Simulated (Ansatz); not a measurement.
Reaction (cleavage of the Si–Al bond): `[CH3][Al]([SiH3])[Br]` + `[SiH3]C#CS` → `[SiH3]C#CS[SiH3]` + `[CH3][AlH][Br]`

Gas-phase electronic energies from Ansatz, PBE0-D4/def2-TZVP geometries. CCSD(T)/CBS adds triple-zeta CCSD(T) − MP2 to the extrapolated MP2 energy (def2 sets, frozen cores). For Br outer-core shells are correlated without core-valence functions, which leaves a few kJ/mol of doubt a bond. Scalar relativity is left out up to krypton. One conformer a species, not always the lowest.

`[CH3][Al]([SiH3])[Br]`:

Cartesian coordinates in Å:
```
C 1.010 0.985 -1.351
Al 0.711 -0.112 0.225
Si -1.483 -0.813 1.060
Br 2.521 -0.814 1.405
H 0.500 1.949 -1.250
H 0.593 0.501 -2.240
H 2.070 1.175 -1.529
H -1.386 -1.649 2.287
H -2.210 -1.598 0.020
H -2.326 0.377 1.373
```

`[SiH3]C#CS`:

```xyz
8

Si    0.648   -1.149    0.962
C    -0.216    0.098   -0.037
C    -0.778    0.935   -0.712
S    -1.669    2.058   -1.578
H     0.503   -0.832    2.404
H     0.080   -2.495    0.697
H     2.086   -1.138    0.594
H    -0.653    2.522   -2.330
```

`[SiH3]C#CS[SiH3]`:

```xyz
11

Si   -0.516   -2.096    1.635
C     0.398   -0.847    0.686
C     1.006   -0.011    0.050
S     1.874    1.132   -0.817
Si    0.150    2.116   -1.666
H    -0.222   -1.948    3.083
H    -0.121   -3.457    1.193
H    -1.970   -1.907    1.407
H    -0.695    2.662   -0.579
H     0.713    3.204   -2.503
H    -0.617    1.152   -2.488
```

`[CH3][AlH][Br]`:

Z-matrix (Å, degrees):
```
C
Al 1 1.939
H 1 1.091 2 112.6
H 1 1.095 2 110.4 3 121.2
H 1 1.095 2 110.5 3 -121.3
Br 2 2.266 1 119.4 3 0.0
H 2 1.579 1 124.6 3 -179.9
```

```csv
species,HF/CBS(def2) energy (Eh)
`[CH3][Al]([SiH3])[Br]`,-3144.81536
`[SiH3]C#CS`,-764.54745
`[SiH3]C#CS[SiH3]`,-1054.68873
`[CH3][AlH][Br]`,-2854.69639
```

Q: Work out ΔE.

A: ΔE = (-1054.68873) + (-2854.69639) − (-3144.81536) − (-764.54745) = -0.02231 Eh = -58.6 kJ/mol. CCSD(T)/CBS gives -51.8 kJ/mol.

Largest T1 diagnostic among the species: 0.013.

From PBE to PBE0 (25 % exact exchange), in def2-TZVPP and without D4, ΔE moves by −4.2 kJ/mol. The D4 term adds −3.6 kJ/mol with B3LYP and −1.7 kJ/mol with PBE0; it sums over pairs of atoms, weighted by their polarisabilities, and B3LYP, whose exchange is more repulsive, gets the larger term.

B3LYP here is the variant with VWN-RPA as its local correlation; programs differ in this.
